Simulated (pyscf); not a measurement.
Optimised with ωB97X-D3(BJ)/def2-SVP in PySCF. MP2 and CC: frozen core, UHF for open shells. ΔMP2 is the change of the MP2 total energy from the triple- to the quadruple-zeta basis. Singlets are restricted, triplets unrestricted.

Singlet (Å):
```xyz
6

F      1.4407    -0.9897    -1.1477
Si     0.6363     0.1773    -0.3538
F      0.3242     1.3459    -1.4458
Si    -1.5186    -0.5156     0.3447
H      1.5834     0.7177     0.6583
H     -1.5866     0.7735     1.1620
```

Triplet (Å):
```xyz
6

F      1.2642    -0.9159    -1.4262
Si     0.7546     0.3228    -0.5187
F      0.6498     1.6128    -1.4926
Si    -1.3068    -0.2657     0.3131
H      1.7867     0.6255     0.5006
H     -1.9700     0.5621     1.3649
```

Question: For these two minima of `[F][SiH]([F])[SiH]`, which spin state lies lower at CCSD(T)/def2-TZVPP + ΔMP2(QZVPP), and by how much (electronic energies)?

Answer: The singlet, by 12.9 kcal/mol. Zero-point energy shifts E(triplet) − E(singlet) by +0.3 kcal/mol. Other isomers of F–SiH(F)–SiH: [singlet] were not searched in full and may lie lower. 

E(triplet) − E(singlet) by level (kcal/mol):

```csv
level,gap
ωB97X-D3(BJ)/def2-TZVP,+13.9
PBE/def2-TZVP,+8.8
r²SCAN/def2-TZVP,+3.5
B3LYP-D3(BJ)/def2-TZVP,+12.8
PBE0-D3(BJ)/def2-TZVP,+7.5
M06-2X/def2-TZVP,+11.3
ωB97M-D3(BJ)/def2-TZVP,+16.2
HF/def2-TZVP,-3.2
MP2/def2-QZVPP,+9.9
CCSD/def2-TZVPP,+11.5
CCSD(T)/def2-TZVPP,+12.0
CCSD(T)/def2-TZVPP + ΔMP2(QZVPP),+12.9
```

The triplet is the lowest one reached from the SCF start used. The CCSD(T) − MP2 part came from Ansatz, without density fitting, on the same reference.
